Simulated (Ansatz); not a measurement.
Total energies of GeH₄Se₄ (`[SeH][Ge]([SeH])([SeH])[SeH]`).

Z-matrix (Å, degrees):
```
Ge
Se 1 2.354
Se 1 2.356 2 114.4
Se 1 2.353 2 102.9 3 -116.8
Se 1 2.356 2 107.8 3 122.0
H 2 1.469 1 92.0 3 -36.6
H 3 1.471 1 92.2 2 79.7
H 4 1.469 1 92.0 2 -154.0
H 5 1.471 1 92.2 2 -167.0
```

Total charge 0; spin multiplicity 1. Correlated methods include outer-core shells of Ge, Se, which these sets cover unevenly. Scalar relativity is left out up to krypton. All single points use the PBE0-D4/def2-TZVP geometry. It is one conformer, not always the lowest. Basis def2-TZVPP, the Gaussian-basis code of Ansatz.

RPA on PBE orbitals: Hartree–Fock energy of these orbitals -11677.09215 Eh, correlation -2.03481 Eh (frozen core).

```csv
functional,energy without D4 (Eh),D4 term (kJ/mol)
PBE,-11683.99031,-41.5
r2SCAN,-11685.69966,-9.4
r2SCANh,-11685.67890,-10.6
HSE06 (plane-wave form),-11684.36677,-35.2
BHLYP,-11685.66893,-67.6
CAM-B3LYP,-11686.35275,-39.2
LC-ωPBE,-11684.15224,–
ωB97X-V,-11684.67263,–
ωB97M-V,-11685.08734,–
PBE-QIDH,-11682.76119,–
```

Problem. Give the same for LDA (SPW92), revPBE, BLYP, B97M-V, PBE0, B3LYP, r2SCAN0, B2PLYP. (An estimate is asked.)

Solution. Computed: 
| functional | energy without D4 (Eh) | D4 term (kJ/mol) |
| --- | --- | --- |
| LDA (SPW92) | -11668.89671 | – |
| revPBE | -11684.78974 | -87.7 |
| BLYP | -11685.93576 | -85.3 |
| B97M-V | -11683.60561 | – |
| PBE0 | -11684.35361 | -36.5 |
| B3LYP | -11685.93187 | -68.7 |
| r2SCAN0 | -11685.65048 | -12.0 |
| B2PLYP | -11683.86245 | – |

B3LYP takes the VWN-RPA correlation (the form of Gaussian; ORCA's B3LYP/G). HSE06 is the plane-wave form, built on full-range PBE exchange. The double hybrids freeze the cores in their second-order part.

LC-ωPBE has ω = 0.4 bohr⁻¹.
